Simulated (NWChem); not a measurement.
The numbers come from NWChem runs, not from measurements. System: CH4N, charge 1, spin multiplicity 1, at the geometry of a parent with another charge or spin, in a state set for the comparison that need not be this species' ground state. Level: MP2/def2-TZVP, 2 core orbitals frozen.

Output (cleaned and shortened):

```
             Northwest Computational Chemistry Package (NWChem) 7.3.0
             --------------------------------------------------------

                                NWChem Input Module
                                -------------------

 Scaling coordinates for geometry "geometry" by  1.889725989
 (inverse scale =  0.529177249)

 Turning off AUTOSYM since
 SYMMETRY directive was detected!

                             Geometry "geometry" -> ""
                             -------------------------

 Output coordinates in angstroms (scale by  1.889725989 to convert to a.u.)

  No.       Tag          Charge          X              Y              Z
 ---- ---------------- ---------- -------------- -------------- --------------
    1 C                    6.0000     0.59527400    -0.18225500     0.00000000
    2 N                    7.0000    -0.72922400     0.36920100     0.00000000
    3 H                    1.0000     0.77556200    -0.83364500     0.88274800
    4 H                    1.0000     1.35957800     0.61179900     0.00000000
    5 H                    1.0000     0.77556200    -0.83364500    -0.88274800
    6 H                    1.0000    -1.37778000    -0.43538300     0.00000000

 Effective nuclear repulsion energy (a.u.)      36.0412125911

            Nuclear Dipole moment (a.u.)
            ----------------------------
        X                 Y               Z
 ---------------- ---------------- ----------------
    -0.0000037795     0.0000056692     0.0000000000

      Symmetry information
      --------------------

 Group name             Cs
 Group number              2
 Group order               2
 No. of unique centers     5

      Symmetry unique atoms

     1    2    3    4    6


 Summary of "ao basis" -> "" (spherical)
 ------------------------------------------------------------------------------
       Tag                 Description            Shells   Functions and Types
 ---------------- ------------------------------  ------  ---------------------
 *                         def2-tzvp                  on all atoms

 Summary of "ao basis" -> "ao basis" (spherical)
 ------------------------------------------------------------------------------
       Tag                 Description            Shells   Functions and Types
 ---------------- ------------------------------  ------  ---------------------
 C                         def2-tzvp                11       31   5s3p2d1f
 N                         def2-tzvp                11       31   5s3p2d1f
 H                         def2-tzvp                 4        6   3s1p

                                 NWChem SCF Module
                                 -----------------

  ao basis        = "ao basis"
  functions       =    86
  atoms           =     6
  closed shells   =     8
  open shells     =     0
  charge          =   1.00
  wavefunction    = RHF
  use symmetry    = T
  symmetry adapt  = T

 Summary of "ao basis" -> "ao basis" (spherical)
 ------------------------------------------------------------------------------
       Tag                 Description            Shells   Functions and Types
 ---------------- ------------------------------  ------  ---------------------
 C                         def2-tzvp                11       31   5s3p2d1f
 N                         def2-tzvp                11       31   5s3p2d1f
 H                         def2-tzvp                 4        6   3s1p

      Symmetry analysis of basis
      --------------------------

        a'         58
        a"         28

 Forming initial guess at       0.1s

      Superposition of Atomic Density Guess
      -------------------------------------

 Sum of atomic energies:         -93.98211682

 Renormalizing density from      17.00 to     16

      Non-variational initial energy
      ------------------------------

 Total energy =     -90.781249
 1-e energy   =    -185.425453
 2-e energy   =      58.602991
 HOMO         =      -0.755689
 LUMO         =      -0.669335

      Symmetry analysis of molecular orbitals - initial
      -------------------------------------------------

  Numbering of irreducible representations:

     1 a'          2 a"

  Orbital symmetries:
[...]
    37     -0.236715  2 N  px                41      0.222224  2 N  py
    40     -0.214407  2 N  px                 9      0.206682  1 C  px
    70      0.159059  4 H  s

 Vector    7  Occ=2.000000D+00  E=-8.546816D-01  Symmetry=a"
              MO Center=  5.2D-01, -3.8D-01,  2.1D-15, r^2= 1.3D+00
   Bfn.  Coefficient  Atom+Function         Bfn.  Coefficient  Atom+Function
  ----- ------------  ---------------      ----- ------------  ---------------
     8      0.311502  1 C  pz                11      0.299202  1 C  pz
    64      0.180138  3 H  s                 76     -0.180138  5 H  s

 Vector    8  Occ=2.000000D+00  E=-7.807785D-01  Symmetry=a'
              MO Center=  2.6D-01,  1.2D-01, -6.7D-16, r^2= 1.8D+00
   Bfn.  Coefficient  Atom+Function         Bfn.  Coefficient  Atom+Function
  ----- ------------  ---------------      ----- ------------  ---------------
    38     -0.271569  2 N  py                 7      0.257498  1 C  py
    41     -0.244850  2 N  py                10      0.237710  1 C  py
    70      0.194411  4 H  s

 Vector    9  Occ=0.000000D+00  E=-2.989804D-01  Symmetry=a"
              MO Center= -5.2D-01,  1.9D-01,  4.7D-15, r^2= 1.5D+00
   Bfn.  Coefficient  Atom+Function         Bfn.  Coefficient  Atom+Function
  ----- ------------  ---------------      ----- ------------  ---------------
    45      0.417220  2 N  pz                39      0.374735  2 N  pz
    42      0.372640  2 N  pz

 Vector   10  Occ=0.000000D+00  E=-8.952724D-02  Symmetry=a'
              MO Center= -1.1D+00, -8.3D-01,  2.5D-16, r^2= 3.9D+00
   Bfn.  Coefficient  Atom+Function         Bfn.  Coefficient  Atom+Function
  ----- ------------  ---------------      ----- ------------  ---------------
    83      1.606855  6 H  s                  5     -1.291513  1 C  s
    36     -1.276646  2 N  s                 65      0.821602  3 H  s
    77      0.821602  5 H  s                 12     -0.562737  1 C  px
    71      0.484206  4 H  s                 44      0.444625  2 N  py
    13      0.278201  1 C  py                43      0.237352  2 N  px

 Vector   11  Occ=0.000000D+00  E=-2.989589D-02  Symmetry=a'
              MO Center=  8.8D-01, -6.2D-01,  4.0D-16, r^2= 5.9D+00
   Bfn.  Coefficient  Atom+Function         Bfn.  Coefficient  Atom+Function
  ----- ------------  ---------------      ----- ------------  ---------------
     5      4.468137  1 C  s                 65     -1.856862  3 H  s
    77     -1.856862  5 H  s                 36     -1.742103  2 N  s
    71     -1.513633  4 H  s                 83      0.771676  6 H  s
    44      0.416436  2 N  py                43     -0.372545  2 N  px
     9     -0.217806  1 C  px                 3      0.187021  1 C  s

 center of mass
 --------------
 x =  -0.09583598 y =   0.09314165 z =   0.00000000

 moments of inertia (a.u.)
 ------------------
          20.619840676847          17.345470379489           0.000000000000
          17.345470379489          64.923679349523           0.000000000000
           0.000000000000           0.000000000000          74.325498355412

  Mulliken analysis of the total density
  --------------------------------------

    Atom       Charge   Shell Charges
 -----------   ------   -------------------------------------------------------
    1 C    6     6.30   0.85  1.12  0.48  0.70  0.10  1.24  1.42  0.30  0.02  0.05  0.01
    2 N    7     6.81   0.82  1.15  0.62  0.99  0.17  1.26  1.40  0.33  0.01  0.05  0.00
    3 H    1     0.73   0.24  0.42  0.05  0.02
    4 H    1     0.78   0.26  0.45  0.04  0.02
    5 H    1     0.73   0.24  0.42  0.05  0.02
    6 H    1     0.65   0.24  0.36  0.01  0.03

       Multipole analysis of the density wrt the origin
       ------------------------------------------------

     L   x y z        total         open         nuclear
     -   - - -        -----         ----         -------
     0   0 0 0      1.000000      0.000000     17.000000

     1   1 0 0     -0.239929      0.000000     -0.000004
     1   0 1 0     -0.706077      0.000000      0.000006
     1   0 0 1     -0.000000      0.000000      0.000000

     2   2 0 0     -4.576646      0.000000     38.561078
     2   1 1 0      0.575358      0.000000     -8.559834
     2   1 0 1     -0.000000      0.000000      0.000000
     2   0 2 0     -8.059390      0.000000     11.096194
     2   0 1 1      0.000000      0.000000      0.000000
     2   0 0 2     -7.144372      0.000000      5.565461

                   NWChem MP2 Semi-direct Energy/Gradient Module
                   ---------------------------------------------

  Basis functions       =     86
  Molecular orbitals    =     86
  Frozen core           =      2
  Frozen virtuals       =      0
  Active alpha occupied =      6
  Active beta occupied  =      6
  Active alpha virtual  =     78
  Active beta virtual   =     78
  Use MO symmetry       = T
  Use skeleton AO sym   = T

  AO/Fock/Back tols     =   1.0D-09  1.0D-09  1.0D-09

 GA uses MA = F    GA memory limited = T

 Available:
  local mem=  1.26D+08
 global mem=  1.44D+08
 local disk=  0.00D+00
  mp2_memr nvloc                    78
  nvloc new                    78
   1 passes of   6:        5242880                      38478                   5962223.
   1 passes of   6: M    126152624           G      144164408           F     120909744.

 Semi-direct pass number   1 of   1  for RHF alpha+beta  at        1.4s
  vrange nnbf                  3739
  mp2_eaftype                    22  avail_ma_in_mb                  1099
 EAF : mp2_eaftype filesize          22    2981112.
  mp2_eaf for mointskh                     22
Node 0 wrote     14.0 Mb in      0.0 s     Agg I/O rate:  2051.6 Mb/s
 Done moints_semi at        2.7s
  mp2_eaftype                    22  avail_ma_in_mb                  1077
 EAF : mp2_eaftype filesize          22    2981112.
  mp2_eaf for kh                    22
 Done maket at        2.7s
 Done multipass loop at        2.7s

          -------------------------------------------
          SCF energy                 -94.254219684977
          Correlation energy          -0.326977140673
          Singlet pairs               -0.225966133928
          Triplet pairs               -0.101011006745
          Total MP2 energy           -94.581196825650
          -------------------------------------------

          ---------------------------------------------------
                    Spin Component Scaled (SCS) MP2
          Same spin pairs                     -0.067340671163
          Same spin scaling factor             0.333333333333
          Opposite spin pairs                 -0.259636469510
          Opposite spin scaling fact.          1.200000000000
          SCS-MP2 correlation energy          -0.334010653800
          Total SCS-MP2 energy               -94.588230338777
          ---------------------------------------------------

 -----------------------
 Performance information
 -----------------------

 Timer overhead =  1.86D-07 seconds/call

               Nr. of calls         CPU time (s)                 Wall time (s)                GFlops
             ---------------    -------------------     ------------------------------   -------------------
Name         Min   Avg   Max    Min     Avg     Max     Min     Avg     Max   Mx/calls   Min     Max     Sum
mp2: moin     1     1     1    1.3     1.3     1.3      1.3     1.3     1.3     1.3      0.0     0.0     0.0
mp2: make     1     1     1   7.22E-2 7.22E-2 7.22E-2  7.22E-2 7.22E-2 7.22E-2 7.22E-2   0.0     0.0     0.0
mp2: tota     1     1     1    1.4     1.4     1.4      1.4     1.4     1.4     1.4      0.0     0.0     0.0

 The average no. of pstat calls per process was 3.00D+00
 with a timing overhead of 5.58D-07s

 Task  times  cpu:        2.7s     wall:        2.7s

 Total times  cpu:        2.7s     wall:        2.7s
```

**Question.** Write an NWChem input that would produce this output.

**Answer.** One answer among several that fit: 
```
start mol
memory heap 200 mb stack 900 mb global 1100 mb
charge 1
geometry units angstroms nocenter noautoz
  C      0.595274    -0.182255     0.000000
  N     -0.729224     0.369201     0.000000
  H      0.775562    -0.833645     0.882748
  H      1.359578     0.611799     0.000000
  H      0.775562    -0.833645    -0.882748
  H     -1.377780    -0.435383     0.000000
  symmetry group Cs
end
basis spherical
  * library def2-tzvp
end
scf
  rhf
  nopen 0
  maxiter 100
  thresh 1e-7
  semidirect memsize 60000000 filesize 0
end
mp2
  freeze core 2
end
task mp2 energy
```
